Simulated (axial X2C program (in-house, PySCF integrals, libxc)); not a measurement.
Bond lengths and stretching modes, held linear, of FGeF⁺

Calculated with an axial X2C code built on PySCF integrals: two-component X2C with atomic mean-field Coulomb and Gaunt terms, Gaussian nuclei, basis F dyall-av3z, Ge dyall-v3z with contracted cores. Spin-free rows use the one-electron spin-free X2C Hamiltonian.

Masses F 18.998, Ge 73.921, F 18.998 u. States: 2c Ω = 1/2 (beyond evenly filled blocks: ω = 1/2); spin-free M_S = 1/2, Λ = 0 (beyond evenly filled blocks: σα).

r2SCAN, spin-free: energies above the lowest point

```json
{"r(F–Ge) (Å)": "1.6770", "r(Ge–F) (Å)": "1.6770", "E (meV)": "61.08"}
{"r(F–Ge) (Å)": "1.6770", "r(Ge–F) (Å)": "1.7200", "E (meV)": "28.01"}
{"r(F–Ge) (Å)": "1.6770", "r(Ge–F) (Å)": "1.7630", "E (meV)": "39.01"}
{"r(F–Ge) (Å)": "1.7200", "r(Ge–F) (Å)": "1.6770", "E (meV)": "28.01"}
{"r(F–Ge) (Å)": "1.7200", "r(Ge–F) (Å)": "1.7200", "E (meV)": "0.00"}
{"r(F–Ge) (Å)": "1.7200", "r(Ge–F) (Å)": "1.7630", "E (meV)": "16.06"}
{"r(F–Ge) (Å)": "1.7200", "r(Ge–F) (Å)": "1.8060", "E (meV)": "64.59"}
{"r(F–Ge) (Å)": "1.7630", "r(Ge–F) (Å)": "1.6770", "E (meV)": "39.01"}
{"r(F–Ge) (Å)": "1.7630", "r(Ge–F) (Å)": "1.7200", "E (meV)": "16.06"}
{"r(F–Ge) (Å)": "1.7630", "r(Ge–F) (Å)": "1.7630", "E (meV)": "37.25"}
{"r(F–Ge) (Å)": "1.8060", "r(Ge–F) (Å)": "1.7200", "E (meV)": "64.59"}
{"r(F–Ge) (Å)": "1.8060", "r(Ge–F) (Å)": "1.8060", "E (meV)": "149.91"}
```

Problem. Fit a quadratic surface with cubic terms in each bond: where is the minimum, and what are the two stretching wavenumbers?

Solution. At r2SCAN, spin-free: bonds 1.724 and 1.724 Å; harmonic stretches 611.5 and 667.6 cm⁻¹; force constants 3.74, 3.74 and coupling 0.44 mdyn/Å.

The other levels and Hamiltonians give:

| Hamiltonian | level | r(F–Ge) (Å) | r(Ge–F) (Å) | lower stretch (cm⁻¹) | upper stretch (cm⁻¹) |
| --- | --- | --- | --- | --- | --- |
| 2c | PBE0 | 1.722 | 1.722 | 613.2 | 657.8 |
| 2c | r2SCAN | 1.724 | 1.724 | 611.3 | 667.7 |
| spin-free | PBE0 | 1.722 | 1.722 | 613.4 | 657.8 |

Each state is one determinant, the lowest of a limited PBE0 search; the stretches come from a fit to these few points and carry an uncertainty of a few per cent. Other orders of the atoms were not compared. Left out for rough or failed fits: HF 2c, MP2 2c, HF spin-free, MP2 spin-free. The molecule was held linear; bending was not examined, so a bent shape may lie lower.
